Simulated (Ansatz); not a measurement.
Two structures of CH$_{6}$Ge, closed shell, reached by relaxing down either side of one saddle point (PBE0-D4/def2-TZVP). Energies are electronic, without zero-point energy. Computed with Ansatz 0.2.0 (basis: def2-TZVPP and def2-QZVPP); correlated methods freeze the cores. Filled d shells of the heavier atoms are correlated. The def2 sets are not built for correlating such inner shells, so the correlated values are less sure here. Extrapolation: Hartree–Fock as exp(−7.88 √X), correlation as X^−2.97. First:

```
8
angstrom
Ge -0.1828 0.7917 1.6354
H -0.4182 -0.1172 -0.4060
C 0.5465 -0.4718 -0.8095
H 0.2942 -0.8821 -1.7889
H -1.4113 -0.2227 1.7165
H -1.0545 1.8108 0.7716
H 0.9739 -1.2558 -0.1878
H 1.2523 0.3472 -0.9312
```

Second:

```xyz
8
angstrom
Ge -0.3883 0.6611 1.2767
H -0.5053 -0.9239 -2.1781
C 0.9217 -0.0202 0.3028
H -0.7133 -1.1966 -2.8428
H -1.2011 -0.1751 2.2610
H -0.7980 2.1285 1.1915
H 1.1974 -1.0641 0.3783
H 1.4869 0.5902 -0.3895
```

(1) Which bonds change from the first to the second?

(2) Give the saddle point's structure and its height above each. (Judge from chemistry; the value comes from the calculation.)

The search had been set up for a 1,2-elimination (forming H2–H4, breaking Ge1–H2, C3–H4); from that guess it ended on this step instead.

The T1 diagnostic stays at or below 0.025. The restricted Hartree–Fock reference is unstable towards an unrestricted one at one or more of these structures. The start structure is not quite a true minimum (one mode of 89i cm⁻¹).

## Answers

(1) GeH₂ + CH₄ → CH₄Ge ([CH2][GeH2]) + H₂; bonds formed: Ge1–C3, H2–H4; bonds broken: H2–C3, C3–H4.

(2) Computed: 62.27 kcal/mol above the first and 40.97 kcal/mol above the second (CCSD(T) at an estimated basis limit (MP2 extrapolated from triple and quadruple zeta, plus CCSD(T) − MP2 in triple zeta)).
Ge1  (-0.132, 0.651, 1.352)
H2  (-0.444, -0.370, -0.962)
C3  (0.597, -0.228, -0.265)
H4  (-0.048, -0.773, -1.682)
H5  (-1.305, -0.309, 1.751)
H6  (-0.925, 1.859, 0.744)
H7  (0.987, -1.227, -0.092)
H8  (1.270, 0.397, -0.847)
(Å)

Labels in which every atom is bracketed show which atoms are joined, not bond orders.

For scale, one of the runs: CCSD(T)/def2-TZVPP, 163 basis functions (an equivalent command: `ansatz run in.yaml --threads 2`). Hardware: 2 CPU threads, shared host. Wall time 35 s; peak host memory 1.2 GiB.
